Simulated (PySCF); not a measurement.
Compound: C₉H₅N.
Geometry (GFN2-xTB, Å), atoms numbered from 1 in this order:
```
atom  x, y, z in Å
C1     2.653    1.402    0.374
C2     1.635    0.780    0.260
C3     0.415    0.064    0.111
C4    -0.805    0.703   -0.502
C5    -0.860    2.016   -0.971
N6    -0.895    3.098   -1.355
C7    -1.750   -0.251   -0.480
C8    -1.112   -1.437    0.133
C9     0.371   -1.429   -0.193
C10   -0.053   -0.978    1.121
H11    3.544    1.946    0.475
H12   -2.764   -0.200   -0.826
H13   -1.649   -2.362    0.277
H14    1.071   -2.138   -0.581
H15    0.195   -1.206    2.135
```

Computed with TDDFT PBE0/def2-SVPD, vertical, gas phase, core orbitals frozen in the response in PySCF.

Kohn–Sham orbitals with the atoms that hold most of them (Löwdin shares over 4%, at most four atoms; ? is withheld):

| orbital | ε (eV) | atoms |
| --- | --- | --- |
| LUMO+2 | 0.56 | C1 30%, C2 24%, H11 8%, C3 7% |
| LUMO+1 | 0.34 | C1 28%, C2 24%, C3 10%, C10 8% |
| LUMO | -1.58 | ? |
| HOMO | ? | C7 24%, C4 21%, N6 12%, C5 8% |
| HOMO-1 | -7.99 | ? |
| HOMO-2 | -8.30 | C1 29%, C2 27%, C10 9%, C9 9% |
| HOMO-3 | -8.80 | C10 18%, C9 18%, C2 15%, C1 13% |

Question: Which atoms hold the LUMO, and with what shares?

Answer: C7 (bonded to 2 C and H) 30%; C4 (bonded to 3 C) 20%; N6 (bonded to C) 14%; C5 (bonded to C and N) 11%. By element: carbon 61% or more, nitrogen 14%.

Question: Which atoms hold the HOMO-1, and with what shares?

Answer: C1 (bonded to C and H) 33%; C2 (bonded to 2 C) 29%; C3 (bonded to 4 C) 7%; C8 (bonded to 3 C and H) 7%.

Question: What is the HOMO energy, and the HOMO–LUMO gap?

Answer: ε(HOMO) = -7.15 eV; the gap is 5.57 eV (0.2048 hartree).

Question: The HOMO–LUMO gap is 5.57 eV. Where does the response calculation put the lowest singlet, and from which orbitals?

Answer: S1 is at 4.87 eV (f = 0.090), 0.71 eV below the gap, made of HOMO→LUMO (93%). Without the coupling terms of the response equations the lowest excitation would equal the gap.

Question: Give energy, strength and leading configuration of S1, S2 and S3, and follow the Löwdin shares of the leading atoms from the occupied to the empty orbital.

Answer: 
- S1 (4.87 eV, f 0.090), HOMO→LUMO (93%): C7 24% → 30%, C4 21% → 20%
- S2 (5.37 eV, f 0.0000), HOMO-2→LUMO (78%): C1 29% → at most 11%, C2 27% → at most 11%, C7 at most 9% → 30%, C4 at most 9% → 20%
- S3 (5.46 eV, f 0.067), HOMO-1→LUMO (95%): C1 33% → at most 11%, C2 29% → at most 11%, C7 at most 7% → 30%, C4 at most 7% → 20%

Löwdin shares depend on the basis, the more so with diffuse functions.
